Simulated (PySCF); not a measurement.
Polarisability and C₆ of Tc⁺ (technetium, charge +1)

[Kr] 4d5 5s1, high-spin 7S determinant. Calculation: PySCF 2.14, in aug-cc-pV5Z-PP with ECP28MDF (8s8p7d5f4g3h2i, 197 functions); scalar relativity through the core potential. Coupled (time-dependent) response in atomic units; α is the mean over directions.

```csv
method,mean α (bohr³),C₆ (like pair),S(−4)
PBE0,35.78,265.4,756.8
```

S(−4) is the Cauchy moment in α(ω) = α(0) + S(−4) ω² + …

α(iu) at PBE0:

```json
{"u (hartree)": "0", "α(iu) (bohr³)": "35.78"}
{"u (hartree)": "0.0500", "α(iu) (bohr³)": "34.02"}
{"u (hartree)": "0.100", "α(iu) (bohr³)": "29.85"}
{"u (hartree)": "0.200", "α(iu) (bohr³)": "21.19"}
{"u (hartree)": "0.300", "α(iu) (bohr³)": "15.45"}
{"u (hartree)": "0.500", "α(iu) (bohr³)": "9.656"}
{"u (hartree)": "0.750", "α(iu) (bohr³)": "6.438"}
{"u (hartree)": "1.00", "α(iu) (bohr³)": "4.730"}
{"u (hartree)": "1.50", "α(iu) (bohr³)": "2.924"}
{"u (hartree)": "2.00", "α(iu) (bohr³)": "1.991"}
{"u (hartree)": "3.00", "α(iu) (bohr³)": "1.082"}
{"u (hartree)": "5.00", "α(iu) (bohr³)": "0.4536"}
```

A single London oscillator, α(iu) = α/(1 + u²/ω²), gives C₆ = (3/4) ω α². Matching the computed C₆ needs ω = 4 × 265.4 / (3 × 35.78²) = 0.276 hartree.

For an ion, C₆ is the dispersion term alone; charge-induced terms of lower order in 1/R come first.

Energies and moments cover only the electrons outside the core potential.
